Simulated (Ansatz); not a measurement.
# Run times for CH7BO2Si (SMILES BOCO[SiH3])

CH7BO2Si has 12 atoms, charge 0, and is taken as a singlet. As SMILES, `BOCO[SiH3]`. Geometry: relaxed at PBE0-D4/def2-TZVP. This is one conformer, not always the lowest.

```xyz
12

B    -0.9938    1.1058    1.7146
O    -0.9003    0.4941    0.5201
C     0.0628    0.8802   -0.4381
O     1.0570   -0.0739   -0.5361
Si    0.7698   -1.6561   -0.9368
H    -0.2746    2.0339    1.9693
H    -1.8165    0.6879    2.4738
H    -0.4701    0.9920   -1.3896
H     0.5255    1.8266   -0.1433
H    -0.2248   -1.7138   -2.0424
H     0.2653   -2.4368    0.2191
H     2.0767   -2.1953   -1.3765
```

Program: Ansatz 0.2.0. Hardware: 1 thread of Intel Xeon Platinum 8259CL at 2.50GHz (Skylake/Cascade Lake), shared host, so times are rough. Ansatz fits the integrals of SCF and DFT runs by default. Its times include its search for lower SCF states.

(1) Estimate their order by wall time, quickest first.
A. gradient of the triplet at U-r2SCAN-rVV10/ANO-RCC-MB (sfX2C, density fitting with def2-universal-jkfit)
B. gradient at MP2/6-311G* (Cartesian d past Ne), no orbitals frozen
C. gradient at HF/STO-3G

Results:

(1) C (1.9 s), B (6.9 s), A (20 s).
